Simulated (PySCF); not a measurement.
H₂O₄P, SMILES [O]P(=O)(O)O (connectivity only; charge and spin as stated), charge -1, multiplicity 1.

Geometry: B3LYP-D3(BJ)/def2-SVPD. The multiplicity is an assumed one; other spin states were not compared. The isomer is the one that the SMILES or the coordinates give; other isomers of the formula were not compared. Other conformers were not sampled.

Two levels are set side by side: PBE/def2-SVPD (PySCF) and M06-2X/def2-SVPD (PySCF). Same geometry, gas phase. Differences are taken from unrounded values.

| quantity | M06-2X | PBE | PBE minus M06-2X |
|---|---|---|---|
| orbital gap (eV) | 8.79 | 4.67 | -4.11 |
| highest occupied level (eV) | -4.25 | -1.14 | 3.11 |
| lowest empty level (eV) | 4.54 | 3.53 | -1.01 |
| mean polarisability (bohr³) | 43.3 | 50.2 | 6.9 |

PBE's occupied levels lie high since its potential decays too fast outside the molecule; exact exchange lowers them and widens the gap. PBE's more diffuse valence density responds more strongly to a field. Differences between two approximate levels are no errors against the true value.

Rough cost on one machine, each run with all the roots and properties that it gave: M06-2X against PBE about 3 times.
